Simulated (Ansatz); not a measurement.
TiS2 (the lowest singlet isomer of a short search), 3 atoms. Hardware: 4 threads of Arm Neoverse V1 on a shared host.

Correlated methods freeze 15 core orbitals; core or outer-core shells of Ti are correlated, in sets that lack core-valence functions.

(1) How many basis functions does each of these Ansatz runs have, and roughly what does it cost? PBE with 15 % exact exchange/def2-TZVP, charge 0 triplet, energy, from earlier orbitals; ωB97X-V/def2-TZVP, charge 0 triplet, energy, from earlier orbitals; r2SCANh-D4/def2-TZVP, charge 0 singlet, energy, from earlier orbitals; B2PLYP/def2-TZVP, charge 0 triplet, energy, from earlier orbitals; PBE with 15 % exact exchange/def2-TZVP, charge 0 quintet, energy, from earlier orbitals; PBE-D4/def2-TZVP, charge 0 singlet, energy, from earlier orbitals; B97M-V/def2-TZVP, charge 0 singlet, energy and forces, from earlier orbitals; ωB97X-V/def2-TZVP, charge 0 singlet, energy, from earlier orbitals; PBE0-D4/def2-TZVP, charge 1 doublet, energy, from earlier orbitals; r2SCAN-D4/def2-TZVP, charge 0 unrestricted singlet, energy, from earlier orbitals; PBE0-D4/def2-SVP, charge 0 singlet, energy, from earlier orbitals; PBE with 50 % exact exchange/def2-TZVP, charge 0 triplet, energy, from earlier orbitals.

Results:

(1) Other jobs shared the machine, so times can vary by a factor of up to 3. A dash marks memory too small to be measured apart from the calling script's.

```json
{"run": "PBE0-D4/def2-SVP, charge 0 singlet, energy, from earlier orbitals", "functions": "67", "fitting or Cholesky vectors": "666", "wall time": "0.8 s", "peak host memory (GiB)": "–"}
{"run": "PBE-D4/def2-TZVP, charge 0 singlet, energy, from earlier orbitals", "functions": "119", "fitting or Cholesky vectors": "935", "wall time": "0.95 s", "peak host memory (GiB)": "–"}
{"run": "PBE0-D4/def2-TZVP, charge 1 doublet, energy, from earlier orbitals", "functions": "119", "fitting or Cholesky vectors": "1008", "wall time": "1.6 s", "peak host memory (GiB)": "–"}
{"run": "r2SCANh-D4/def2-TZVP, charge 0 singlet, energy, from earlier orbitals", "functions": "119", "fitting or Cholesky vectors": "970", "wall time": "2.6 s", "peak host memory (GiB)": "–"}
{"run": "ωB97X-V/def2-TZVP, charge 0 singlet, energy, from earlier orbitals", "functions": "119", "fitting or Cholesky vectors": "1005", "wall time": "3.5 s", "peak host memory (GiB)": "–"}
{"run": "PBE with 15 % exact exchange/def2-TZVP, charge 0 triplet, energy, from earlier orbitals", "functions": "119", "fitting or Cholesky vectors": "979", "wall time": "3.7 s", "peak host memory (GiB)": "–"}
{"run": "r2SCAN-D4/def2-TZVP, charge 0 unrestricted singlet, energy, from earlier orbitals", "functions": "119", "fitting or Cholesky vectors": "935", "wall time": "4.3 s", "peak host memory (GiB)": "–"}
{"run": "B97M-V/def2-TZVP, charge 0 singlet, energy and forces, from earlier orbitals", "functions": "119", "fitting or Cholesky vectors": "935", "wall time": "4.4 s", "peak host memory (GiB)": "–"}
{"run": "B2PLYP/def2-TZVP, charge 0 triplet, energy, from earlier orbitals", "functions": "119", "fitting or Cholesky vectors": "842", "wall time": "6 s", "peak host memory (GiB)": "–"}
{"run": "PBE with 50 % exact exchange/def2-TZVP, charge 0 triplet, energy, from earlier orbitals", "functions": "119", "fitting or Cholesky vectors": "1108", "wall time": "7 s", "peak host memory (GiB)": "–"}
{"run": "PBE with 15 % exact exchange/def2-TZVP, charge 0 quintet, energy, from earlier orbitals", "functions": "119", "fitting or Cholesky vectors": "979", "wall time": "8.5 s", "peak host memory (GiB)": "–"}
{"run": "ωB97X-V/def2-TZVP, charge 0 triplet, energy, from earlier orbitals", "functions": "119", "fitting or Cholesky vectors": "1005", "wall time": "21 s", "peak host memory (GiB)": "0.64"}
```
